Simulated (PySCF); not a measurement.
A geometry optimisation on `C(CC(=O)C)I`.

Method: PBE0-D3(BJ)/def2-SVP geometry optimisation, gas phase, def2 core potentials past Kr (PySCF 2.14.0). Start geometry: GFN2-xTB. A driver script takes a list of jobs; this job's settings line and coordinates (Å) are shown.

Input:
```
{"job": {"xc": "PBE0", "basis": "def2-SVP", "d3": "d3bj", "grid": 1, "maxiter": 30, "shake": 0.01, "kind": "geom"}, "charge": 0, "multiplicity": 1}
C      2.054200     0.142680    -0.258440
C      0.695610    -0.334840    -0.758640
O      0.565540    -1.125020    -1.663180
C     -0.462540     0.255630    -0.025080
C     -1.794310    -0.305460    -0.589500
I     -3.513570     0.516630     0.441310
H      2.845550    -0.293380    -0.833210
H      2.169610    -0.068770     0.785840
H      2.086030     1.254870    -0.348480
H     -0.466560     1.339330    -0.107870
H     -0.407070     0.015500     1.050530
H     -1.833150    -1.377370    -0.457000
H     -1.933510    -0.036690    -1.639560
```

Output:
```
step   0  E = -529.14446963  max force = 0.038167
step   1  E = -529.14753575  max force = 0.007520
step   2  E = -529.14793897  max force = 0.002870
step   3  E = -529.14799377  max force = 0.000706
step   4  E = -529.14804403  max force = 0.002147
step   5  E = -529.14809184  max force = 0.003980
step   6  E = -529.14814894  max force = 0.002482
step   7  E = -529.14819033  max force = 0.000306
step   8  E = -529.14819186  max force = 0.000186
optimisation converged
```

Energies in Eh; «max force» is the largest Cartesian gradient component in Eh/bohr.

Q: How much energy does the optimisation release, in kcal/mol?

A: E(step 0) − E(last step) = 0.003722 Eh, which is 2.3 kcal/mol.

Q: Give the first gradient maximum in eV/Å.

A: With 1 Eh/bohr = 51.422 eV/Å, 1.963 eV/Å.

In short: final energy -529.14819 Eh after 8 steps; dipole 2.61 D.

Q: Where do the atoms end?

A: 0.030 Å rms from the input after alignment:
```
atom  x, y, z in Å
C1     1.9511    0.6489   -0.2686
C2     0.7777   -0.2037   -0.6776
O3     0.8912   -1.1387   -1.4331
C4    -0.5689    0.1731   -0.0829
C5    -1.6648   -0.7529   -0.5497
I6    -3.5762   -0.2321    0.2993
H7     2.8571    0.2979   -0.7777
H8     2.0962    0.5983    0.8223
H9     1.7668    1.7055   -0.5185
H10   -0.7881    1.2215   -0.3496
H11   -0.4793    0.1683    1.0172
H12   -1.4774   -1.7926   -0.2574
H13   -1.7970   -0.7183   -1.6373
```

Q: Estimate the wall time. Hardware: an Intel Xeon Platinum 8488C with one thread, shared host with 192 logical CPUs at a one-minute load of 17. And the peak memory of the process?

A: About 67 s, with 0.57 GiB resident at the peak, the Python interpreter and its libraries included.
Labels such as C1 count atoms from 1, the log's own numbers from 0.
